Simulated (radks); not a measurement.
Results of a calculation; reference values are marked as such.
These are the eigenvalues of the occupied orbitals of an atom or ion with whole-number occupations (eV). Code: a radial shooting solver on a logarithmic mesh with Libxc functionals. Model: scalar-relativistic Kohn-Sham, PBE, spin-polarised, spherical densities, point nucleus.

| orbital | eigenvalue |
|---|---|
| 1s | -50336.99 |
| 2s | -11078.33 |
| 2p | -10292.11 |
| 3s | -4519.408 |

Which element is it, and in what charge state? The configuration may be excited. Open shells, if any, are filled with parallel spins first.

Answer. Z = 62, samarium, charge +50: Sm50+ in [Ne] 3s2. The list shows which subshells hold electrons but not how many an open one holds; the 1s level, -1849.9 hartree, gives Z - s = 60.8 by -(Z - s)^2/2, which with screening and relativity narrows Z to a few neighbours, and the depths of the outer levels then fix element, charge and occupations together.
